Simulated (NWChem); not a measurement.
CH7BN2O; SMILES CNB(N)O

```xyz
12

C     -0.0130     1.9928    -0.0361
N     -0.6764     0.7113     0.0305
B     -0.0211    -0.5681     0.0178
N      1.4028    -0.6760    -0.0138
O     -0.7470    -1.7581    -0.0094
H     -0.6369     2.7540    -0.5527
H      0.9221     1.8976    -0.6263
H      0.2663     2.4205     0.9589
H     -1.6637     0.7583     0.2832
H      1.8429    -1.5935    -0.0471
H      2.0260     0.0662     0.2939
H     -1.6814    -1.6029    -0.2234
```
Atoms are numbered in this order, from 1.

All runs: NWChem. Pople sets run with spherical d functions. The geometry was optimised at PBE-D3(BJ)/def2-SVP.

For level PBE/3-21G:

```yaml
highest occupied level (eV): -4.32
orbital gap (eV): 6.20
dipole (D): 1.64
```

Task: How do the values read with level PBE/6-31+G* instead?

Result: 
* **highest occupied level (eV)**: -5.19
* **orbital gap (eV)**: 4.56
* **dipole (D)**: 1.83
